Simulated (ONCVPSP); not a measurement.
## Ti: one change to an ONCV potential, before and after

- Element: titanium (Ti)
- Generator: ONCVPSP 4.0.1
- Type: optimised norm-conserving Vanderbilt (ONCV)
- Functional: PBE
- Relativity: scalar-relativistic
- Frozen core: [Ne]
- Valence charge: 12
- Reference configuration: 3s2 3p6 3d2 4s2
- Partial waves: 3s+4s: rc 2.00 bohr, ncon 4, nbas 7, qcut 7.2 1/bohr, 2 projectors; 3p: rc 1.75 bohr, ncon 4, nbas 8, qcut 6.6 1/bohr, 3 projectors, debl 0.5 Ha; 3d: rc 2.15 bohr, ncon 3, nbas 8, qcut 8 1/bohr, 3 projectors, debl 3 Ha; f scattering state at 0.05 Ha: rc 1.90 bohr, ncon 3, nbas 7, qcut 6.4 1/bohr, 2 projectors, debl 3.9 Ha
- Local potential: polynomial inside 1.50 bohr (lpopt 5, dvloc0 -1 Ha)
- Core correction: none

In the p channel the program set the typed energies aside and used -1.428, 0.250, 0.750 Ha.

Change: all radii scaled by about 0.86 (s 1.72, p 1.50, d 1.86, f 1.64 bohr); local potential polynomial inside 1.30 bohr (lpopt 5, dvloc0 -1 Ha).

Cutoffs: the cutoffs (Ha) at which the residual kinetic energy of the hardest occupied pseudo-wave falls to 1 and 0.1 mHa per electron; they do not see the model core or the augmentation charge, which bear on the density cutoff. Errors are all-electron minus pseudo energies relative to the spin-unpolarised reference configuration.

Task: What does the change do?

Result: The potential gets harder (22 Ha and 25 Ha → 24 Ha and 27 Ha); of the 4 tests that both files solve, the error grows in 0 and shrinks in 3 by more than 15 % and 0.3 meV (median size 56.9 → 37.2 meV); neither file shows a bound ghost. A smaller radius makes the pseudo-wave follow the all-electron one further in, where it bends more sharply, so more plane waves are needed. Less of the atom is replaced, so other configurations are described better.

```csv
quantity,base,changed
"cutoff, loose",22 Ha,24 Ha
"cutoff, tight",25 Ha,27 Ha
loose cutoff by channel,"s 7.6 Ha, p 17 Ha, d 22 Ha","s 16 Ha, p 19 Ha, d 24 Ha"
bound ghosts,none,none
GHOST(+) flags under 300 eV,none,none
"error for 3s2 3p6 3d2 4s1, meV [ΔE 7.35 eV]",0.0,0.0
"error for 3s2 3p6 3d2 4s0, meV [ΔE 20.92 eV]",-1.5,0.0
"error for 3s2 3p6 3d1 4s0, meV [ΔE 47.87 eV]",+112,+74
"error for 3s1 3p6 3d2 4s2, meV [ΔE 69.65 eV]",-430,-260
```
